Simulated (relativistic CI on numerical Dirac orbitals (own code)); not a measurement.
## Se13+: computed level list

These numbers are calculated, not measured: Dirac-Coulomb-Breit CI, separate exchange-only KLI orbitals for each configuration, model QED (radiative potential, 1s self-energy scaled to tabulated hydrogen-like ionisation energies), unscaled Slater integrals (own radial code, finite nucleus).

CI space (outside the closed core [Ne]): 3s2.3p6.3d3, 3s2.3p5.3d4, 3s.3p6.3d4, 3s2.3p6.3d2.4s, 3s2.3p6.3d2.4p, 3s2.3p6.3d2.4d, 3s2.3p6.3d2.4f, 3s2.3p6.3d.4s.4p, 3s2.3p5.3d3.4s, 3s2.3p6.3d2.5s, 3s2.3p5.3d3.4p, 3s2.3p6.3d2.5p, 3s2.3p6.3d2.5d, 3s2.3p6.3d.4p.4d, 3s2.3p6.3d2.5f, 3s2.3p6.3d2.5g, 3s.3p6.3d3.4s, 3s2.3p6.3d2.6s, 3s2.3p6.3d2.6p, 3s2.3p6.3d2.6d, 3s.3p6.3d3.4p, 3s2.3p5.3d3.5s, 3p6.3d5, 3p5.3d6, 3s2.3p6.3d.4s2, 3s2.3p6.4s2.4p, 3s2.3p6.4s2.4d, 3s2.3p6.4s2.4f, 3s2.3p6.3d.4p2, 3s2.3p6.4s.4p2, 3s2.3p6.4p3, 3s2.3p6.4p2.4d, 3s2.3p6.4p2.4f, 3s2.3p6.3d.4s.4d, 3s2.3p6.4s.4p.4d, 3s2.3p6.4s.4d2, 3s2.3p6.4s.4d.4f, 3s2.3p6.3d.4d2, 3s2.3p6.4p.4d2, 3s2.3p6.4d3, 3s2.3p6.4d2.4f, 3p6.3d4.4s, 3p5.3d5.4s, 3s.3p6.3d2.4s2, 3s.3p6.3d.4s2.4p, 3s.3p6.3d.4s2.4d, 3s.3p6.3d.4s2.4f. Double excitations out of closed p, d and f shells are left out; levels of such configurations are missing from the list, as are those of other unlisted configurations, and high levels can miss mixing partners. These lack a partner that the ground configuration has and come out too high: 3s2.3p5.3d3.4p, 3s2.3p5.3d3.5s.

The lowest level is 3s2.3p6.3d3 4F_3/2, with 98 % of that term; Hund's rules for 3s2.3p6.3d3 give 4F with J = 3/2, in agreement.

```csv
No.,Configuration,Term,J,E (cm⁻¹),%,Next component (%),Landé g,jj configuration (%)
1,3s2.3p6.3d3,4F,3/2,0,98,2 2D,0.405,3d3/2^3 (45)
2,3s2.3p6.3d3,4F,5/2,3860,99,1 2D,1.028,3d3/2^2 3d5/2 (81)
3,3s2.3p6.3d3,4F,7/2,8472,99,1 2G,1.234,3d3/2 3d5/2^2 (72)
4,3s2.3p6.3d3,4F,9/2,13433,97,3 2G,1.326,3d3/2 3d5/2^2 (50)
5,3s2.3p6.3d3,4P,3/2,41107,82,14 2P,1.639,3d3/2^2 3d5/2 (60)
6,3s2.3p6.3d3,4P,1/2,41289,93,7 2P,2.534,3d3/2^2 3d5/2 (78)
7,3s2.3p6.3d3,2G,7/2,46277,99,1 4F,0.891,3d3/2 3d5/2^2 (51)
8,3s2.3p6.3d3,4P,5/2,47438,98,2 2D,1.592,3d3/2 3d5/2^2 (64)
9,3s2.3p6.3d3,2G,9/2,49207,76,21 2H,1.073,3d3/2^2 3d5/2 (70)
10,3s2.3p6.3d3,2D,3/2,57871,56,28 2P,1.080,3d3/2 3d5/2^2 (70)
11,3s2.3p6.3d3,2P,1/2,61076,93,7 4P,0.800,3d3/2 3d5/2^2 (78)
12,3s2.3p6.3d3,2H,9/2,64990,79,21 2G,0.951,3d3/2 3d5/2^2 (49)
13,3s2.3p6.3d3,2H,11/2,65762,100,,1.090,3d3/2 3d5/2^2 (100)
14,3s2.3p6.3d3,2D,5/2,68110,97,2 4P,1.203,3d3/2 3d5/2^2 (56)
15,3s2.3p6.3d3,2P,3/2,72338,57,38 2D,1.136,3d5/2^3 (84)
16,3s2.3p6.3d3,2F,7/2,99741,99,,1.140,3d3/2 3d5/2^2 (76)
17,3s2.3p6.3d3,2F,5/2,101556,98,1 2D,0.861,3d3/2 3d5/2^2 (51)
18,3s2.3p6.3d3,2D,5/2,154900,98,1 2F,1.196,3d3/2^2 3d5/2 (46)
19,3s2.3p6.3d3,2D,3/2,156511,100,,0.798,3d3/2 3d5/2^2 (88)
20,3s2.3p5.3d4,6D°,7/2,671541,90,6 6F°,1.577,3p3/2^3 3d3/2^2 3d5/2^2 (51)
21,3s2.3p5.3d4,6D°,9/2,671852,93,5 6F°,1.545,3p3/2^3 3d3/2 3d5/2^3 (39)
22,3s2.3p5.3d4,6D°,5/2,673227,90,4 6F°,1.647,3p3/2^3 3d3/2^3 3d5/2 (35)
23,3s2.3p5.3d4,6D°,3/2,676187,91,3 6P°,1.854,3p3/2^3 3d3/2^2 3d5/2^2 (38)
24,3s2.3p5.3d4,6D°,1/2,679307,95,4 4P°,3.263,3p3/2^3 3d3/2^3 3d5/2 (30)
25,3s2.3p5.3d4,6F°,11/2,712544,98,2 4G°,1.451,3p3/2^3 3d3/2 3d5/2^3 (42)
26,3s2.3p5.3d4,6F°,9/2,721945,87,8 4F°,1.429,3p3/2^3 3d3/2^2 3d5/2^2 (39)
27,3s2.3p5.3d4,6F°,7/2,727655,76,11 4F°,1.397,3p3/2^3 3d3/2^2 3d5/2^2 (45)
28,3s2.3p5.3d4,6F°,5/2,730595,57,22 4D°,1.364,3p3/2^3 3d3/2^2 3d5/2^2 (41)
29,3s2.3p5.3d4,6F°,3/2,731652,37,35 4D°,1.406,3p3/2^3 3d3/2^3 3d5/2 (30)
30,3s2.3p5.3d4,4D°,1/2,732987,60,37 6F°,-0.184,3p3/2^3 3d3/2^2 3d5/2^2 (42)
31,3s2.3p5.3d4,6P°,3/2,737492,63,11 6F°,2.026,3p3/2^3 3d3/2^2 3d5/2^2 (35)
32,3s2.3p5.3d4,4D°,7/2,739232,67,13 6P°,1.424,3p3/2^3 3d3/2^2 3d5/2^2 (40)
33,3s2.3p5.3d4,4D°,5/2,741280,45,24 4F°,1.341,3p3/2^3 3d3/2^2 3d5/2^2 (43)
34,3s2.3p5.3d4,4D°,3/2,745263,41,40 4F°,0.875,3p3/2^3 3d3/2^2 3d5/2^2 (42)
35,3s2.3p5.3d4,6P°,5/2,751270,58,20 4P°,1.716,3p3/2^3 3d3/2^2 3d5/2^2 (35)
36,3s2.3p5.3d4,4F°,9/2,751756,76,11 4G°,1.285,3p3/2^3 3d3/2^3 3d5/2 (45)
37,3s2.3p5.3d4,6F°,1/2,753284,57,41 4D°,-0.363,3p1/2 3p3/2^4 3d3/2^2 3d5/2^2 (31)
38,3s2.3p5.3d4,4F°,7/2,755979,70,11 4D°,1.235,3p3/2^3 3d3/2^2 3d5/2^2 (33)
39,3s2.3p5.3d4,4G°,11/2,758540,46,46 4H°,1.184,3p3/2^3 3d3/2^2 3d5/2^2 (84)
40,3s2.3p5.3d4,4F°,3/2,759189,37,18 4D°,1.103,3p3/2^3 3d3/2^2 3d5/2^2 (34)
41,3s2.3p5.3d4,4F°,5/2,759588,63,17 4D°,1.111,3p3/2^3 3d3/2^2 3d5/2^2 (45)
42,3s2.3p5.3d4,4H°,13/2,761361,73,27 4I°,1.197,3p3/2^3 3d3/2^2 3d5/2^2 (74)
43,3s2.3p5.3d4,4P°,3/2,761435,28,26 4S°,1.419,3p3/2^3 3d3/2 3d5/2^3 (27)
44,3s2.3p5.3d4,4G°,9/2,762067,46,42 4H°,1.079,3p3/2^3 3d3/2^2 3d5/2^2 (54)
45,3s2.3p5.3d4,4H°,7/2,764362,43,25 4G°,0.856,3p3/2^3 3d3/2^3 3d5/2 (42)
```

Energies count from the lowest computed level; ° marks odd parity. Filled j subshells are mostly left out of the jj labels.

The mean weight of the leading LS term, summed over parents, in these 45 levels is 76 %, and that of the leading jj configuration (from the same eigenvectors) 53 %, so LS coupling describes them better.

At this charge energies of transitions that change n are usually good to better than 1 %, and those within a shell (Δn = 0) to a few per cent. Terms inside the open d or f shell come out 10 to 20 % too wide with unscaled integrals.

Landé's interval rule says that E(J) − E(J−1) = AJ with one A. For the ground term the intervals give A = 1543.9, 1318.0, 1102.3 cm⁻¹ for J = 5/2, 7/2, 9/2; the multiplet is regular.

LS names give the leading component of a level, which can be under half, so a name can repeat, a term be missing and a line seem to break the LS rules.
